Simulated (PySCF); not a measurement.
## Selenium: a sound run and one with changed settings

Sound run: Se⁺ [Ar] 3d10 4s2 4p3, Se²⁺ [Ar] 3d10 4s2 4p2. Computed with PySCF 2.14 in def2-SVP, with no relativity, point nucleus. The sound run starts from symmetry-adapted Hartree-Fock orbitals and uses a fine grid where one is needed.

Changed run: 14 angular points. This setting is unsound on purpose.

```csv
species,method,sound run (hartree),changed run (hartree),converged
Se⁺,UHF,-2399.21494,-2399.21494,yes
Se⁺,M06-L,-2400.75922,-2400.75922,yes
Se⁺,TPSS,-2400.77245,-2400.77245,yes
Se²⁺,UHF,-2398.44768,-2398.44768,yes
Se²⁺,M06-L,-2399.98288,-2399.98246,yes
Se²⁺,TPSS,-2399.98613,-2399.98693,yes
```

Ionisation energy of Se⁺:

```csv
method,sound run (eV),changed run (eV)
UHF,20.878,20.878
M06-L,21.125,21.137
TPSS,21.397,21.375
```

A coarse angular grid integrates products of high-l functions wrongly, so density functionals can shift, and the SCF can exploit the error; Hartree-Fock and MP2 need no grid.

For comparison, NIST gives 21.196 ± 0.01 eV between the lowest levels.
